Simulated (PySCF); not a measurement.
CH6AlNO2, SMILES C[O][Al]([NH2])[OH].

Geometry optimised at PBE0-D3(BJ)/def2-SVP. The structure was generated by enumeration; whether it is a known compound was not checked. One conformer was computed; it need not be the lowest.

These are TDA-PBE/def2-SVPD run with PySCF values and carry that method's errors.

Vertical excitations. Gas-phase values at a fixed geometry.

Computed UV-visible absorptions:
```
state  energy (eV)  λ (nm)      f                                               main pairs
-----  -----------  ------  -----  -------------------------------------------------------
S1            4.73     262  0.015                                           HOMO→LUMO 99 %
S2            5.27     235  0.016                                         HOMO−1→LUMO 99 %
S3            5.36     231  0.010                                         HOMO−2→LUMO 99 %
S4            6.41     193  0.000     HOMO→LUMO+2 63 %, HOMO→LUMO+3 19 %, HOMO−3→LUMO 18 %
S5            6.44     193  0.012                       HOMO→LUMO+3 70 %, HOMO−3→LUMO 26 %
S6            6.51     191  0.069     HOMO−3→LUMO 53 %, HOMO→LUMO+2 33 %, HOMO→LUMO+3 11 %
S7            6.65     187  0.015                                         HOMO−4→LUMO 87 %
S8            6.79     183  0.005                                         HOMO→LUMO+4 99 %
S9            6.93     179  0.115  HOMO→LUMO+1 56 %, HOMO−2→LUMO+2 21 %, HOMO−1→LUMO+1 9 %
S10           6.97     178  0.031                   HOMO−1→LUMO+2 69 %, HOMO−1→LUMO+3 29 %
T1            4.52     274      0                                           HOMO→LUMO 99 %
T2            5.08     244      0                                         HOMO−1→LUMO 99 %
T3            5.23     237      0                                        HOMO−2→LUMO 100 %
T4            6.03     206      0                                         HOMO→LUMO+1 97 %
```
Triplets are in the Tamm–Dancoff approximation.
